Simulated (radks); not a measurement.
Values are calculated unless marked as measured or tabulated.
Q: The table gives one normalised radial function P(r) = r R(r) of La6+ in [Kr] 4d10 5s2 5p3 (r in bohr). Level of theory: scalar-relativistic Kohn-Sham, PBE, spin-polarised, spherical densities, finite nucleus; open shells are filled with parallel spins first (spin-orbit coupling, left out, can overturn this in heavy ions); Fermi nuclear charge, rms radius 4.855 fm (a radial shooting solver on a logarithmic mesh with Libxc functionals).

| r | P |
|---|---|
| 0.001013 | 0.0017 |
| 0.00116 | 0.0022 |
| 0.00134 | 0.0028 |
| 0.001535 | 0.0036 |
| 0.001759 | 0.0045 |
| 0.002015 | 0.0057 |
| 0.002309 | 0.0072 |
| 0.002666 | 0.0093 |
| 0.003055 | 0.0118 |
| 0.0035 | 0.0149 |
| 0.004009 | 0.0188 |
| 0.004593 | 0.0238 |
| 0.005263 | 0.0300 |
| 0.006078 | 0.0383 |
| 0.006963 | 0.0481 |
| 0.007978 | 0.0603 |
| 0.00914 | 0.0753 |
| 0.01047 | 0.0935 |
| 0.01209 | 0.1171 |
| 0.01385 | 0.1439 |
| 0.01587 | 0.1755 |
| 0.01819 | 0.2122 |
| 0.02083 | 0.2541 |
| 0.02406 | 0.3035 |
| 0.02757 | 0.3537 |
| 0.03158 | 0.4052 |
| 0.03618 | 0.4548 |
| 0.04146 | 0.4978 |
| 0.04788 | 0.5294 |
| 0.05485 | 0.5381 |
| 0.06284 | 0.5179 |
| 0.072 | 0.4607 |
| 0.08249 | 0.3601 |
| 0.0945 | 0.2137 |
| 0.1091 | 0.0133 |
| 0.125 | -0.2056 |
| 0.1433 | -0.4302 |
| 0.1641 | -0.6287 |
| 0.188 | -0.7635 |
| 0.2172 | -0.7958 |
| 0.2488 | -0.6940 |
| 0.285 | -0.4561 |
| 0.3266 | -0.1016 |
| 0.3741 | 0.3229 |
| 0.4321 | 0.7744 |
| 0.495 | 1.1266 |
| 0.5672 | 1.3449 |
| 0.6498 | 1.3992 |
| 0.7444 | 1.2983 |
| 0.8597 | 1.0700 |
| 0.985 | 0.8028 |
| 1.128 | 0.5435 |
| 1.293 | 0.3305 |
| 1.481 | 0.1789 |
| 1.697 | 0.0850 |
| 1.96 | 0.0329 |
| 2.245 | 0.0113 |
| 2.572 | 0.0032 |
| 2.947 | 0.0007 |
| 3.377 | 0.0001 |
| 3.9 | 0.0000 |
| 4.468 | 0.0000 |
| 5.119 | 0.0000 |

Which n and l does it have? It may be an empty orbital.

A: n = 4, l = 1: the number of nodes gives n - l - 1 = 2, the rise at small r (about r^(l+1), flatter next to the nucleus through relativity) gives l, and the extent must fit the shell. The curve is that of 4p up; the table hardly tells the two spins apart. 4p up: eigenvalue -269.15 eV, 2 radial nodes at r = 0.110, 0.338 bohr, <r> = 0.692 bohr, 90 % of the charge inside 1.01 bohr.
